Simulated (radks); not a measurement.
Fe IV, configuration [Ar] 3d3 4p2 (not the ground configuration). All-electron calculation, scalar-relativistic Kohn-Sham, BLYP, spin-polarised, spherical densities, finite nucleus; open shells are filled with parallel spins first; Fermi nuclear charge, rms radius 3.7377 fm. Program: a radial shooting solver on a logarithmic mesh with Libxc functionals.

Normalised radial functions P(r) = r R(r), r in bohr:

r        2p down    3s up  3d down
0.00719   0.0268   0.1919   0.0001
0.01064   0.0551   0.2560   0.0002
0.01575   0.1115   0.3244   0.0006
0.0233    0.2193   0.3778   0.0019
0.03449   0.4135   0.3784   0.0057
0.05104   0.7322   0.2706   0.0161
0.07554   1.1842   0.0074   0.0431
0.1118    1.6831  -0.3759   0.1067
0.1654    1.9937  -0.6670   0.2384
0.2468    1.8193  -0.5003   0.4703
0.3653    1.1573   0.2556   0.7670
0.5406    0.4461   1.0851   1.0068
0.8       0.0855   1.2065   1.0123
1.184     0.0061   0.6552   0.7378
1.752     0.0001   0.1674   0.3629
2.593     0.0000   0.0162   0.1014
3.838     0.0000   0.0004   0.0125
5.68      0.0000   0.0000   0.0005

2p down: eigenvalue -759.34 eV, 0 radial nodes, <r> = 0.235 bohr, 90 % of the charge inside 0.385 bohr. 3s up: eigenvalue -151.84 eV, 2 radial nodes at r = 0.0762, 0.327 bohr, <r> = 0.786 bohr, 90 % of the charge inside 1.17 bohr. 3d down (empty): eigenvalue -58.122 eV, 0 radial nodes, <r> = 0.896 bohr, 90 % of the charge inside 1.47 bohr.
